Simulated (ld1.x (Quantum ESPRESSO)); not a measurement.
How hard is this chlorine TM potential?

```json
{
 "Element": "chlorine",
 "Generator": "ld1.x (Quantum ESPRESSO) 7.5",
 "Type": "norm-conserving Troullier–Martins (Kleinman–Bylander form)",
 "Functional": "PBEsol",
 "Relativity": "scalar-relativistic",
 "Frozen core": "[Ne]",
 "Valence charge": "7",
 "Reference configuration": "3s2 3p5",
 "Partial waves": "3s (bound): rc 0.95 bohr; 3d channel at 0.25 Ry: rc 0.95 bohr; 3p (bound): rc 1.10 bohr",
 "Local potential": "the p channel",
 "Core correction": "Bessel-smoothed model core, default radius (core density twice the valence density)"
}
```

The pseudo-atom Hamiltonian at the reference potential is diagonalised in spherical Bessel functions j_l(qr) that vanish at 20 bohr, with q² up to the cutoff. All-electron valence levels (Ry): 3s -1.5154, 3p -0.6292.

**Question.** How do the lowest levels (Ry) of each channel move with the cutoff, and are there ghosts?

**Answer.**

```
cutoff (Ry)     s #1    d #1     p #1    p #2    f #1  Σ f·Δε (mRy)
          8  -1.1836  0.0753  -0.5595  0.0368  0.1192        1012.0
         18  -1.3670  0.0752  -0.6110  0.0357  0.1192         387.6
         35  -1.3870  0.0751  -0.6113  0.0357  0.1192         346.5
         55  -1.4539  0.0751  -0.6170  0.0356  0.1192         184.1
         80  -1.5042  0.0750  -0.6269  0.0354  0.1192          33.8
        120  -1.5102  0.0750  -0.6287  0.0354  0.1192          13.2
        200  -1.5143  0.0750  -0.6292  0.0354  0.1192           2.3
        350  -1.5151  0.0750  -0.6292  0.0354  0.1192           0.4
        400  -1.5153  0.0750  -0.6292  0.0354  0.1192           0.0
```

Result: no extra level below or beside the all-electron valence levels (s, d, p, f tested); 10 mRy is reached at 140 Ry and 1 mRy at 260 Ry.
